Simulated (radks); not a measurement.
The numbers below are computed, except where a source is named.
All-electron atom: Ga in [Ar] 3d10 4s2 4p1. Code: a radial shooting solver on a logarithmic mesh with Libxc functionals. Model: Dirac Kohn-Sham, PBE, spin-unpolarised, spherical densities, finite nucleus; open shells fill j = l - 1/2 first; Fermi nuclear charge, rms radius 3.9973 fm.

Normalised radial functions P(r) = r R(r) (large component), r in bohr:

```
   r/bohr * 3p3/2 (the largest magnitude, 1.3, reaches the edge; | marks zero)
 0.003297                             *
 0.005038                             *
 0.007699                             *
  0.01176                             |*
  0.01798                             | *
  0.02769                             |  *
  0.04231                             |     *
  0.06466                             |         *
   0.0988                             |             *
    0.151                             |            *
   0.2325                             |*
   0.3553            *                |
    0.543  *                          |
   0.8297        *                    |
    1.268                    *        |
    1.953                           * |
    2.984                             *
     4.56                             *
    6.968                             *
    10.65                             *
```

3p3/2: eigenvalue -97.576 eV, 1 radial node at r = 0.241 bohr, <r> = 0.683 bohr, 90 % of the charge inside 1.05 bohr.
